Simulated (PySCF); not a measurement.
Dipole moment and polarisability of 1,1-dimethylpropyl formate

Species: 1,1-dimethylpropyl formate, C6H12O2.
Cartesian coordinates in Å at the PBE0-D3(BJ)/def2-SVP level; atoms count from 1:
```xyz
20
C6H12O2 angstrom
C     -1.875    0.580    0.674
C     -0.647   -0.250    1.010
C      0.276   -0.575   -0.172
C     -0.432   -1.390   -1.242
C      1.533   -1.294    0.300
O      0.644    0.647   -0.878
C      1.304    1.629   -0.281
O      1.683    1.673    0.856
H     -2.548    0.067   -0.030
H     -2.454    0.794    1.584
H     -1.599    1.545    0.224
H     -0.952   -1.215    1.447
H     -0.050    0.266    1.776
H     -0.787   -2.342   -0.821
H     -1.292   -0.845   -1.653
H      0.257   -1.609   -2.071
H      1.258   -2.269    0.731
H      2.062   -0.710    1.063
H      2.211   -1.474   -0.547
H      1.463    2.445   -1.020
```

Level: CAM-B3LYP/def2-SVPD (PySCF), static field, nuclei fixed, core orbitals frozen in the response. The polarisability tensor in these axes (au):

```
x   79.59  2.51  0.83
y    2.51 82.31  1.94
z    0.83  1.94 76.58
```

Task: Diagonalise the tensor; give its mean and Δα, where Δα² is half the sum of the squared differences of the eigenvalues.

Result: Principal values 75.99, 78.13 and 84.38 au; mean 79.50 au = 11.78 Å³ = 13.11 × 10⁻⁴⁰ C²·m²/J; Δα = 7.55 au (9 % of the mean).

Task: What is the dipole moment, and where does it point?

Result: (-1.16, -1.47, -1.14) D, 2.19 D in size, pointing from the negative to the positive side. Measured along this direction, the outermost atoms are O8 at the negative end and H14 at the positive end.

Task: Find the Langevin capture rate constant for NH4+ (18.034 u) meeting this molecule (116.084 u), k = 2.342 × 10⁻⁹ cm³/s × √(α in Å³ / reduced mass in u).

Result: The reduced mass is 15.61 u, so k = 2.03 × 10⁻⁹ cm³/s. The formula leaves out the permanent dipole, which adds to the capture rate.

Task: Molar refractivity from α?

Result: Lorentz–Lorenz: R = (4π/3)N_A α = 2.5225 cm³/(mol·Å³) × 11.78 Å³ = 29.7 cm³/mol, in the limit of long wavelengths.

Task: What would n − 1 = 2πNα be for an ideal gas of these molecules at 500 K and 1 atm, electronic part alone?

Result: N = p/kT = 1.4678 × 10¹⁹ cm⁻³, so n − 1 = 2π × N × 11.78 × 10⁻²⁴ cm³ = 1086 × 10⁻⁶ at long wavelengths.

Task: Form Σ f/ω² (atomic units) for the 10 lowest TDDFT singlets, given as eV and f, and set it beside the mean polarisability, which is this sum over all singlets: 5.77, 0.0015; 7.93, 0.0413; 8.14, 0.0936; 8.25, 0.0037; 8.62, 0.0486; 8.71, 0.0239; 8.93, 0.0121; 9.03, 0.0155; 9.14, 0.0010; 9.21, 0.0034.

Result: They add up to 2.62 au, 3.3 % of the 79.50 au; the largest single term is 1.05 au, from the state at 8.14 eV. Terms in order: 0.03, 0.49, 1.05, 0.04, 0.48, 0.23, 0.11, 0.14, 0.01, 0.03 au. Higher excitations give the rest. The strengths listed sum to 0.245.

Task: Orientational against electronic polarisability at 273 K (dilute gas, rigid molecules)?

Result: In Gaussian units μ²/3kT = 42.59 Å³ against 11.78 Å³, a ratio of 3.62; the Debye molar polarisation (4π/3)N_A(α + μ²/3kT) is 137.1 cm³/mol, leaving out the vibrational part.

The structure is a single PBE0-D3(BJ)/def2-SVP conformer in the gas phase; no vibrational or solvent corrections.

The run behind these numbers computed excited states and ΔSCF ions as well. Hardware: one thread, Arm Neoverse N1 (shared host). Cost: 9.5 min.
